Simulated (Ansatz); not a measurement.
A structure relaxed at r2SCAN/def2-SVP in Ansatz, charge 1, doublet:

Cartesian coordinates in Å:
```
Mg 0.296 0.750 1.970
Mg -1.226 0.288 -0.749
Mg 1.876 0.369 -0.723
Mg -1.935 -1.337 1.830
Zn 0.422 -1.585 0.566
Zn 0.567 1.516 -2.894
```

Question: Give its formula.

Answer: the cluster Mg₄Zn₂⁺.

Question: Summarise the bond lengths by kind (pairs closer than 1.2 times the sum of covalent radii, bridged metal pairs left out).

Answer: 6 × Mg–Zn 2.69 to 3.05 Å; 5 × Mg–Mg 3.06 to 3.15 Å.

The relaxation made no stability test and no search for a lower SCF solution. Another isomer (doublet) lies 0.16 eV lower at PBE0/def2-TZVP; other spin states weren't run for this one.
